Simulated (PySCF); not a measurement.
Coordinates in bohr (charge 0 multiplicity 4):
```
Br    4.8903    0.0000    0.0000
Se   -0.3496    0.0000    0.0000
Se   -4.4797    0.0000    0.0000
```

Computed with UPBE0 in PySCF with Br def2-SVP, Se def2-SVP; no relativity; density-fitted integrals.

This geometry of BrSe2 is a stationary point at this level.

**Question.** What is the point group?

**Answer.** C∞v.

**Question.** Is it a minimum?

**Answer.** Yes: all harmonic wavenumbers are real, though the softest, 42 cm⁻¹, leaves little margin.

**Question.** Give the atomic charges and bond orders.

**Answer.** 
```csv
atom,Mulliken,Löwdin,polar tensor,spin (Mulliken),Mayer order to Br1
Br1,-0.09,-0.08,0.00,0.81,–
Se2,0.05,0.05,-0.06,1.03,0.34
Se3,0.04,0.03,0.05,1.16,0.14
```
Other Mayer orders above 0.3: Se–Se 1.85.

**Question.** Give the ideal-gas entropy at 298.15 K and 1 bar by parts.

**Answer.** translation 177.1, rotation 86.4, vibration 65.5, spin 11.5; total 340.7 J/(mol K).

**Question.** What is the atomisation energy, with and without zero-point energy?

**Answer.** 367 kJ/mol without, 363 kJ/mol with.

Only a few start shapes were tried, so a lower isomer may exist.
